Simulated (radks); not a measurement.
Initial-state core-level shifts of the praseodymium ion Pr+ when its valence configuration changes from [Xe] 4f3 6s1. All-electron calculation, Dirac Kohn-Sham, PBEsol, spin-unpolarised, spherical densities, finite nucleus; open shells fill j = l - 1/2 first; Fermi nuclear charge, rms radius 4.8919 fm. Program: a radial shooting solver on a logarithmic mesh with Libxc functionals. Shifts are changes of the shell-averaged eigenvalues in eV (positive: less bound); the change of the density at the nucleus, which sets a Mossbauer isomer shift, is in e/bohr^3, on a base of 4.163e+05.

| valence | 3s | 4s | 4p | 5s | density at nucleus |
|---|---|---|---|---|---|
| 4f3 6s0.5 6p0.5 | -0.485 | -0.490 | -0.491 | -0.512 | -10.55 |
| 4f2 5d1 6s1 | -7.648 | -7.110 | -6.932 | -3.234 | +23.29 |
| 4f2 6s1 6p1 | -11.038 | -10.480 | -10.304 | -6.489 | +30.48 |
| 4f4 | +5.953 | +5.770 | +5.686 | +3.699 | -34.99 |
| 4f1 6s2 6p1 | -23.430 | -21.861 | -21.431 | -12.498 | +99.99 |
| 4f2.5 6s1 6p0.5 | -5.164 | -4.940 | -4.863 | -3.159 | +13.78 |
| 4f3 5d1 | +1.789 | +1.807 | +1.817 | +1.920 | -23.48 |
| 4f1.5 5d1 6s1.5 | -13.383 | -12.422 | -12.129 | -6.106 | +53.15 |
| 4f2.5 5d0.5 6s1 | -3.571 | -3.346 | -3.267 | -1.569 | +10.83 |
